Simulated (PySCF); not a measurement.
SiClF2I, SMILES [Si](F)(Cl)(F)I.

Coordinates come from a B3LYP-D3(BJ)/def2-SVP optimisation. The def2 effective core potentials stand for the cores of I; spin–orbit coupling is left out.

Method: TDA-M06-2X/def2-SVPD (PySCF).

Vertical excitations. The molecule is in vacuum. State labels are in the subgroup Cs.

Computed UV-visible absorptions:
| state | symmetry | energy (eV) | λ (nm) | f | main pairs |
|---|---|---|---|---|---|
| S1 | A' | 5.72 | 217 | 0.014 | HOMO→LUMO 94 % |
| S2 | A" | 5.74 | 216 | 0.004 | HOMO−1→LUMO 95 % |
| S3 | A" | 7.49 | 165 | 0.002 | HOMO→LUMO+3 77 % |
| S4 | A' | 7.67 | 162 | 0.037 | HOMO−1→LUMO+3 47 %, HOMO−2→LUMO 40 % |
| S5 | A" | 7.73 | 160 | 0.043 | HOMO−1→LUMO+1 37 %, HOMO−1→LUMO+2 28 %, HOMO−1→LUMO+6 17 %, HOMO→LUMO+3 9 % |
| S6 | A' | 7.79 | 159 | 0.093 | HOMO→LUMO+1 47 %, HOMO→LUMO+2 25 %, HOMO−2→LUMO 11 % |
| S7 | A" | 7.88 | 157 | 0.000 | HOMO−3→LUMO 79 % |
| S8 | A' | 7.91 | 157 | 0.057 | HOMO→LUMO+6 41 %, HOMO−2→LUMO 20 %, HOMO→LUMO+1 13 %, HOMO−1→LUMO+3 8 % |
| S9 | A" | 8.06 | 154 | 0.088 | HOMO−1→LUMO+6 61 %, HOMO−1→LUMO+1 15 % |
| S10 | A' | 8.14 | 152 | 0.036 | HOMO−4→LUMO 48 %, HOMO→LUMO+6 14 %, HOMO−1→LUMO+3 11 %, HOMO→LUMO+2 9 % |
| T1 | A' | 5.24 | 236 | 0 | HOMO→LUMO 93 % |
| T2 | A" | 5.28 | 235 | 0 | HOMO−1→LUMO 93 % |
| T3 | A' | 6.70 | 185 | 0 | HOMO−2→LUMO 67 % |
| T4 | A' | 7.36 | 168 | 0 | HOMO−1→LUMO+3 71 %, HOMO−2→LUMO 13 % |
Triplets are in the Tamm–Dancoff approximation.
